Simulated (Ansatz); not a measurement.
Consider the redistribution: `N[SiH](O)[SiH2]O` + `O[SiH](O)S[SiH3]` → `O[SiH2]S[SiH](O)O` + `N[SiH](O)[SiH3]`.

Isolated molecules relaxed with PBE0-D4/def2-TZVP in Ansatz; ΔE leaves out vibrations. CBS: MP2 limit from def2 TZ/QZ plus the TZ coupled-cluster correction, frozen cores. One conformer a species, not always the lowest.

| species | HF/CBS(def2) energy (Eh) |
| --- | --- |
| `N[SiH](O)[SiH2]O` | -786.39627 |
| `O[SiH](O)S[SiH3]` | -1128.93124 |
| `O[SiH2]S[SiH](O)O` | -1203.89207 |
| `N[SiH](O)[SiH3]` | -711.44260 |

(1) Work out ΔE.

Largest T1 diagnostic among the species: 0.012.

Results:

(1) ΔE = (-1203.89207) + (-711.44260) − (-786.39627) − (-1128.93124) = -0.00716 Eh = -18.8 kJ/mol. CCSD(T)/CBS gives -24.3 kJ/mol.

In def2-TZVPP, CCSD(T) changes the Hartree–Fock value by −6.3 kJ/mol (the triples alone add −1.3 kJ/mol) and MP2 by −6.5 kJ/mol.
